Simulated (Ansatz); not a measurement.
Reaction (substitution at a C–Si bond): `N[SiH2]C=S` + `C=C(O)[SiH3]` → `C=C([SiH3])OC=S` + `N[SiH3]`

Program: Ansatz. Geometries: PBE0-D4/def2-TZVP. ΔE: electronic, gas phase. CCSD(T)/CBS adds triple-zeta CCSD(T) − MP2 to the extrapolated MP2 energy (def2 sets, frozen cores). This one scheme is used for every species. Functionals use def2-TZVPP. B3LYP here is the variant with VWN-RPA as its local correlation; programs differ in this. One conformer a species, not always the lowest.

`N[SiH2]C=S`:

```xyz
9

N    -0.757   -0.926    0.875
Si    0.337   -0.527   -0.363
C     0.279    1.345   -0.557
S    -0.554    2.319    0.422
H    -1.121   -0.170    1.436
H    -0.780   -1.814    1.343
H     1.762   -0.889   -0.102
H    -0.015   -1.132   -1.679
H     0.850    1.794   -1.375
```

`C=C(O)[SiH3]`:

```xyz
10

C     0.021   -1.285   -0.975
C     0.148   -0.541    0.122
O     0.579   -1.131    1.279
Si   -0.251    1.291    0.103
H     0.251   -2.346   -0.968
H    -0.318   -0.841   -1.900
H     0.627   -0.487    1.989
H    -1.316    1.583    1.101
H    -0.693    1.685   -1.255
H     0.952    2.072    0.505
```

`C=C([SiH3])OC=S`:

```xyz
12

C    -0.452    0.558    1.296
C    -0.200   -0.104    0.172
Si   -1.482   -0.564   -1.122
O     1.070   -0.573   -0.137
C     2.134    0.186    0.138
S     3.648   -0.341    0.051
H    -1.457    0.902    1.500
H     0.307    0.757    2.045
H    -1.527   -2.038   -1.273
H    -1.116    0.053   -2.421
H    -2.791   -0.048   -0.651
H     1.866    1.212    0.402
```

`N[SiH3]`:

Z-matrix (Å, degrees):
```
Si
N 1 1.720
H 1 1.486 2 107.9
H 1 1.494 2 116.0 3 -120.3
H 1 1.486 2 107.9 3 119.4
H 2 1.007 1 119.6 3 -168.6
H 2 1.007 1 119.6 3 49.2
```

Task: Is it downhill or uphill in electronic energy at CCSD(T)/CBS, and by how much? (An estimate is asked.)

Result: Computed: Uphill: ΔE = +27.2 kJ/mol.

Task: What do these levels give: PBE0-D4, B3LYP-D4, SCS-MP2/def2-TZVPP, CCSD/def2-TZVPP, MP2/CBS(def2), CCSD/CBS(def2)? (Estimate.)

Result: Ansatz gave: PBE0-D4 19.0, B3LYP-D4 15.7, SCS-MP2/def2-TZVPP 18.1, CCSD/def2-TZVPP 23.2, MP2/CBS(def2) 25.1, CCSD/CBS(def2) 29.4 kJ/mol.

Largest T1 diagnostic among the species: 0.016.

From PBE to PBE0 (25 % exact exchange), in def2-TZVPP and without D4, ΔE moves by +4.1 kJ/mol. In def2-TZVPP, CCSD(T) changes the Hartree–Fock value by +5.8 kJ/mol (the triples alone add −2.2 kJ/mol) and MP2 by +3.8 kJ/mol.
